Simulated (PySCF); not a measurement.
Bonds: Si1-P2 2.368 Å, Si1-P6 2.368 Å, Si1-Cl10 2.186 Å, Si1-Cl11 2.164 Å, Si1-Cl12 2.187 Å, Si1-Cl13 2.164 Å. P2 carries H3, H4, H5; P6 carries H7, H8, H9.

Computational details: GIAO PBE0/pcSseg-1 shieldings, coordinates at the PBE0-D3(BJ)/def2-SVP level, in PySCF (one computed conformer, rapidly exchanging positions averaged, relativity neglected, gas phase).

References, each an isolated molecule treated in the same way: 1H and 29Si against TMS; 31P vs H3PO4; 35Cl vs HCl.

```
              atoms  nucleus  count  δ (ppm)
  H3/H4/H5/H7/H8/H9       1H      6        ?
              P2/P6      31P      2        ?
                Si1     29Si      1   -193.8
Cl10/Cl11/Cl12/Cl13     35Cl      4      392
```

Q: Fill in the missing shifts.

A: 
- H3/H4/H5/H7/H8/H9: 4.60 ppm, hydrogen on a phosphorus bonded to Si
- P2/P6: -143.3 ppm, phosphorus bonded to Si, 3 H

Experimental scales use liquid or dissolved standards, which lie at an offset from isolated H3PO4.
